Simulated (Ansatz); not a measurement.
Computed with Ansatz on PBE0-D4/def2-TZVP structures; ΔE is electronic, products minus reactants. CCSD(T)/CBS adds triple-zeta CCSD(T) − MP2 to the extrapolated MP2 energy (def2 sets, frozen cores). This one scheme is used for every species. Functionals use def2-TZVPP. B3LYP here is the variant with VWN-RPA as its local correlation; programs differ in this. Each species was taken in one conformer, which may not be the lowest.

Consider the ligand exchange at the Si–C bond: `OC1([SiH3])[SiH2]S1` + `[AlH2][SH]` → `[AlH2][S][SiH3]` + `OC1[SiH2]S1`.

```json
{"level": "r2SCAN-D4", "ΔE (kJ/mol)": "-61.6", "difference from CCSD(T)/CBS": "-1.5"}
{"level": "PBE0-D4", "ΔE (kJ/mol)": "-63.1", "difference from CCSD(T)/CBS": "-3.0"}
{"level": "ωB97X-V", "ΔE (kJ/mol)": "-62.7", "difference from CCSD(T)/CBS": "-2.6"}
{"level": "PBE", "ΔE (kJ/mol)": "-61.1", "difference from CCSD(T)/CBS": "-1.0"}
{"level": "r2SCAN", "ΔE (kJ/mol)": "-62.5", "difference from CCSD(T)/CBS": "-2.4"}
{"level": "PBE0", "ΔE (kJ/mol)": "-66.1", "difference from CCSD(T)/CBS": "-6.0"}
{"level": "B3LYP", "ΔE (kJ/mol)": "-63.6", "difference from CCSD(T)/CBS": "-3.5"}
{"level": "SCS-MP2/def2-TZVPP", "ΔE (kJ/mol)": "-61.2", "difference from CCSD(T)/CBS": "-1.1"}
{"level": "MP2/def2-QZVPP", "ΔE (kJ/mol)": "-61.2", "difference from CCSD(T)/CBS": "-1.1"}
{"level": "MP2/CBS(def2)", "ΔE (kJ/mol)": "-61.8", "difference from CCSD(T)/CBS": "-1.7"}
{"level": "CCSD(T)/CBS", "ΔE (kJ/mol)": "-60.1", "difference from CCSD(T)/CBS": "0"}
```

Largest T1 diagnostic among the species: 0.014.

In def2-TZVPP, CCSD(T) changes the Hartree–Fock value by +16.2 kJ/mol (the triples alone add +2.8 kJ/mol) and MP2 by +14.5 kJ/mol. The D4 term adds +5.2 kJ/mol with B3LYP and +2.9 kJ/mol with PBE0; it sums over pairs of atoms, weighted by their polarisabilities, and B3LYP, whose exchange is more repulsive, gets the larger term.
